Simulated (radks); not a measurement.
Species: the caesium ion Cs10+. Configuration: [Kr] 4d9 (the NIST ground configuration). Calculated with a radial shooting solver on a logarithmic mesh with Libxc functionals: scalar-relativistic Kohn-Sham, PBEsol, spin-unpolarised, spherical densities, point nucleus.

Unscreened Slater integrals over Kohn-Sham orbitals (cm^-1). Empty in this configuration: 5s.

integral,value
"F0(4d,4d)",247830
"F2(4d,4d)",127030
"F4(4d,4d)",85202
"F0(4d,4p)",258750
"F2(4d,4p)",133350
"G1(4d,4p)",169590
"G3(4d,4p)",106180
"F0(4d,4s)",265010
"G2(4d,4s)",131160
"F0(4d,3d)",326190
"F2(4d,3d)",78382
"F4(4d,3d)",36767
"G0(4d,3d)",25023
"G2(4d,3d)",30140
"G4(4d,3d)",23267
"F0(4d,5s)",164060
"G2(4d,5s)",20993
"F0(4p,4p)",271540
"F2(4p,4p)",142990
"F0(4p,4s)",278820
"G1(4p,4s)",190120
"F0(4p,3d)",349080
"F2(4p,3d)",88630
"G1(4p,3d)",28242
"G3(4p,3d)",27919
"F0(4p,5s)",166800
"G1(4p,5s)",15066
"F0(4s,4s)",286860
"F0(4s,3d)",364310
"G2(4s,3d)",30619
"F0(4s,5s)",168300
"G0(4s,5s)",10658
"F0(3d,3d)",729140
"F2(3d,3d)",366850
"F4(3d,3d)",234880
"F0(3d,5s)",185510
"G2(3d,5s)",6686.0
"F0(5s,5s)",137210

Derived for the open shells (J is the average intra-shell exchange parameter used in DFT+U). 4d: Racah B = F2/49 - 5 F4/441 = 1626 cm^-1, C = 35 F4/441 = 6762 cm^-1, C/B = 4.16, F4/F2 = 0.671, J = (F2 + F4)/14 = 15160 cm^-1.
